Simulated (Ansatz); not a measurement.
Calculated with Ansatz (gas phase, PBE0-D4/def2-TZVP geometries, no zero-point term in ΔE). CCSD(T)/CBS is the MP2 limit (def2-TZVPP, def2-QZVPP) plus CCSD(T) − MP2 in def2-TZVPP, frozen cores. This one scheme is used for every species. DFT in def2-TZVPP. Each species was taken in one conformer, which may not be the lowest.

Reaction (ligand exchange at the Si–O bond): `[SiH3][O][Al]([SH])[Cl]` + `N=CF` → `F/C=N/[SiH3]` + `[OH][Al]([SH])[Cl]`

| species | r2SCAN energy (Eh) |
| --- | --- |
| `[SiH3][O][Al]([SH])[Cl]` | -1468.09865 |
| `N=CF` | -193.87162 |
| `F/C=N/[SiH3]` | -484.56525 |
| `[OH][Al]([SH])[Cl]` | -1177.38374 |

Question: Work out ΔE.

Answer: ΔE = (-484.56525) + (-1177.38374) − (-1468.09865) − (-193.87162) = 0.02128 Eh = +55.9 kJ/mol. CCSD(T)/CBS gives +61.0 kJ/mol.

Largest T1 diagnostic among the species: 0.014.

In def2-TZVPP, CCSD(T) changes the Hartree–Fock value by −11.8 kJ/mol (the triples alone add −2.7 kJ/mol) and MP2 by −15.6 kJ/mol. From BLYP to BHLYP (50 % exact exchange), in def2-TZVPP and without D4, ΔE moves by +10.4 kJ/mol. At CCSD(T), def2-SVP lies +5.9 kJ/mol from the extrapolated value and def2-TZVPP +1.1 kJ/mol.
